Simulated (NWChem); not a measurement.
# SiH₂SeCl₂; SMILES Cl[SiH](Cl)[SeH]

```xyz
6

Si     0.0179     0.5290     0.4996
Cl    -1.7592     1.3545    -0.1515
Cl     1.6157     1.6242    -0.2306
Se     0.0218    -1.6325    -0.2356
H      0.0759     0.6445     1.9694
H      1.3439    -1.9030     0.3787
```
Atoms are numbered in this order, from 1.

Computed with NWChem. STO-3G and 3-21G are far too small for this property and stand as cheap habits. Geometry: optimised at B3LYP/6-31G* (spherical d). GIAO values for the isolated, static molecule; σ is the absolute isotropic shielding, δ = σ(reference) − σ with the isolated reference molecule computed at the same levels (1H: tetramethylsilane, 29Si: tetramethylsilane). Spin-orbit effects, on the heavy nuclei and on their neighbours, are missing.

```json
[
 {"level": "KT2/pcSseg-1", "δ Si1 (ppm)": "39.4", "σ Cl2 (ppm)": "825.1", "σ Cl3 (ppm)": "754.8", "σ Se4 (ppm)": "1896.9", "δ H5 (ppm)": "6.98", "δ H6 (ppm)": "1.67"},
 {"level": "Hartree-Fock/STO-3G", "δ Si1 (ppm)": "27.9", "σ Cl2 (ppm)": "1194.2", "σ Cl3 (ppm)": "1188.8", "σ Se4 (ppm)": "2791.5", "δ H5 (ppm)": "3.81", "δ H6 (ppm)": "-0.03"},
 {"level": "BHandHLYP/pcSseg-1", "δ Si1 (ppm)": "___", "σ Cl2 (ppm)": "___", "σ Cl3 (ppm)": "___", "σ Se4 (ppm)": "___", "δ H5 (ppm)": "___", "δ H6 (ppm)": "___"}
]
```

Task: What belongs in the gaps?

Result: 
- BHandHLYP/pcSseg-1, δ Si1 (ppm): 37.2
- BHandHLYP/pcSseg-1, σ Cl2 (ppm): 871.1
- BHandHLYP/pcSseg-1, σ Cl3 (ppm): 816.3
- BHandHLYP/pcSseg-1, σ Se4 (ppm): 1957.6
- BHandHLYP/pcSseg-1, δ H5 (ppm): 6.28
- BHandHLYP/pcSseg-1, δ H6 (ppm): 1.62
